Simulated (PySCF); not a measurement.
Diatomic cations of In with group 13

PBE0 with double-zeta basis sets in PySCF, for the lowest determinant that a PBE0 search found; no spin–orbit coupling. De refers to high-spin ground-configuration atoms (the charge goes to the atom of lower measured ionisation energy or higher electron affinity, which is not always the lowest computed limit). A positive dipole points towards In; it is taken about the centre of mass and depends on that origin.

| M | basis | charged atom | state (unpaired electrons) | Re (Å) | ωe (cm⁻¹) | De (eV) | μ (D) |
| --- | --- | --- | --- | --- | --- | --- | --- |
| B | def2-SVP | In+ | doublet (σ ↑) | 2.984 | 191 | 0.70 | -2.58 |
| Al | x2c-SVPall | In+ | doublet (σ ↑) | 3.432 | 105 | 1.26 | -4.31 |
| Ga | cc-pVDZ-PP | In+ | doublet (σ ↑) | 3.425 | 81.2 | 1.31 | -1.46 |
| In | def2-SVP | In+ | doublet (σ ↑) | 3.563 | 70.8 | 1.42 | n/a |
| Tl | def2-SVP | In+ | doublet (σ ↑) | 3.615 | 60.2 | n/a | 2.01 |

The shortest bond is that of InB⁺ (2.984 Å), the longest that of TlIn⁺ (3.615 Å).

The rows differ in basis set, which adds steps of its own.

Down a group the atoms grow and get heavier, so bonds lengthen and wavenumbers fall; this series shows no clear exception.

Spin–orbit coupling is left out, which matters for elements this heavy, above all for dissociation energies. For an ion De counts to the pair picked by the measured ionisation energies or electron affinities, which need not be the lowest pair at this level. States were picked by a PBE0 search and need not be the measured ground states.
